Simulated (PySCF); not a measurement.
CH3F3OSi, SMILES OC[Si](F)(F)F. Heavy atoms are numbered as in [OH:1][CH2:2][Si:3]([F:4])([F:5])[F:6]. Hydrogens are named by the atom that carries them.

Geometry: B3LYP-D3(BJ)/def2-SVP. The values are those of a single conformer.

The numbers are results of PBE0/pcSseg-1 (PySCF), not measurements.

GIAO shieldings, no solvent; atoms alike by connectivity are averaged. δ = σ(ref) − σ: ¹⁷O against H2O (σ = 334.2 ppm); ¹³C against TMS (σ = 186.3 ppm); ²⁹Si against TMS (σ = 352.7 ppm); ¹⁹F against CFCl3 (σ = 167.2 ppm); ¹H against TMS (σ = 31.56 ppm), references at their B3LYP-D3(BJ)/def2-TZVP geometries, non-relativistic.

```csv
nucleus,atoms,count,δ (ppm)
¹⁷O,O1 (OH),1,-10.3
¹³C,C2 (CH2),1,51.2
²⁹Si,Si3,1,-55.2
¹⁹F,F4,3,-155.1
¹H,H on C2,2,3.93
¹H,H on O1,1,0.03
```
